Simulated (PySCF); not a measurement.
A species of formula C8H13P has this rotational fingerprint, computed with PBE0-D3(BJ)/def2-SVP geometry optimisation, gas phase in PySCF 2.14.0:

```
Rotational constants : A = 2329, B = 832.8, C = 811.4 MHz
Dipole components    : |μa| = 1.29 D, |μb| = 0.68 D, |μc| = 0.23 D
Inertial defect      : -201.01 u·Å²
κ                    : -0.97
```

**Question.** Which structure is it? (One computed conformer of each.)
A. `[CH3:1][CH:2]([CH3:3])[P:4]1[CH:5]=[CH:6][CH2:7][CH:8]=[CH:9]1` with C1–C2–P4–C5 -77°, C2–P4–C5–C6 -118°, C5–C6–C7–C8 10°, C6–C7–C8–C9 -10°, C2–P4–C9–C8 119°
B. `[CH:1]#[C:2][P:3]1[CH2:4][CH2:5][CH2:6][CH2:7][CH2:8][CH2:9]1` with C2–P3–C4–C5 -173°, P3–C4–C5–C6 -39°, C4–C5–C6–C7 -48°, C5–C6–C7–C8 94°
C. `[CH3:1][CH2:2][CH2:3][P:4]1[CH:5]=[CH:6][CH2:7][CH:8]=[CH:9]1` with C1–C2–C3–P4 64°, C2–C3–P4–C5 78°, C3–P4–C5–C6 119°, C5–C6–C7–C8 -13°, C6–C7–C8–C9 13°, C3–P4–C9–C8 -119°
D. `[CH:1]#[C:2][PH:3][CH:4]1[CH2:5][CH2:6][CH2:7][CH2:8][CH2:9]1` with C2–P3–C4–C5 54°, P3–C4–C5–C6 180°, C4–C5–C6–C7 55°, C5–C6–C7–C8 -55°, C6–C7–C8–C9 55°

**Answer.** D. It is C#CPC1CCCCC1, a near-prolate asymmetric top, point group C1. The candidates at the same level (rigid rotor, commonest isotopes):

| SMILES | A (MHz) | B (MHz) | C (MHz) | μa (D) | μb (D) | μc (D) | Δ (u·Å²) | point group | rotor |
| --- | --- | --- | --- | --- | --- | --- | --- | --- | --- |
| CCCP1C=CCC=C1 | 3200 | 791.8 | 706.5 | 0.64 | 0.22 | 1.18 | -80.84 | C1 | near-prolate asymmetric top |
| C#CP1CCCCCC1 | 2478 | 982.3 | 777.9 | 0.92 | 0.16 | 1.19 | -68.73 | C1 | asymmetric top |
| CC(C)P1C=CCC=C1 | 2456 | 994.2 | 930.8 | 0.53 | 0.08 | 1.35 | -171.12 | C1 | near-prolate asymmetric top |
| C#CPC1CCCCC1 | 2329 | 832.8 | 811.4 | 1.29 | 0.68 | 0.23 | -201.01 | C1 | near-prolate asymmetric top |

`C#CP1CCCCCC1` has B 18 % too high; `CC(C)P1C=CCC=C1` has B 19 % too high; `CCCP1C=CCC=C1` has A 37 % too high. No structure here is proved a minimum.
